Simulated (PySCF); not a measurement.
**Krypton: a sound run and one with changed settings**

Sound run: Kr [Kr], Kr+ [Ar] 3d10 4s2 4p5. Calculation: PySCF 2.14, in pcseg-2 (6s5p3d1f, 43 functions); no relativity, point nucleus. The sound run starts from symmetry-adapted Hartree-Fock orbitals and uses a fine grid where one is needed.

A second run was set up differently.

| species | method | sound run (hartree) | changed run (hartree) | converged |
| --- | --- | --- | --- | --- |
| Kr | UHF | -2752.02415 | -2752.02415 | yes |
| Kr | r2SCAN | -2753.78530 | -2758.89331 | yes |
| Kr | LDA | -2750.13090 | -2754.16550 | yes |
| Kr+ | UHF | -2751.54303 | -2751.54303 | yes |
| Kr+ | r2SCAN | -2753.26382 | -2757.98160 | no |
| Kr+ | LDA | -2749.60297 | -2753.20300 | yes |

Ionisation energy of Kr:

| method | sound run (eV) | changed run (eV) |
| --- | --- | --- |
| UHF | 13.092 | 13.092 |

**Question.** What was changed?
A. too few SCF iterations
B. a valence shell is frozen
C. level shift left on
D. angular grid far too coarse

**Answer.** D. It used 6 angular points. A coarse angular grid integrates products of high-l functions wrongly, so density functionals can shift, and the SCF can exploit the error; Hartree-Fock and MP2 need no grid.
